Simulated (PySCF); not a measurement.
SMILES [SeH][Te]C (B3LYP/def2-SVP optimised geometry):

```
7

Te    -1.096    -0.741     0.000
C      1.089    -0.741     0.000
H      1.460    -0.313    -0.939
H      1.400    -1.793     0.086
H      1.452    -0.169     0.863
Se    -1.460     1.793     0.000
H     -1.451     1.971    -1.470
```

Computed with B3LYP/def2-TZVP, def2 effective core potentials past Kr (PySCF 2.14.0).

### Question
What are the frontier orbital energies and the dipole moment?

### Answer
HOMO-2 -8.36 eV, HOMO-1 -6.75 eV, HOMO -6.06 eV, LUMO -2.05 eV, LUMO+1 -0.62 eV; dipole moment 1.49 D.
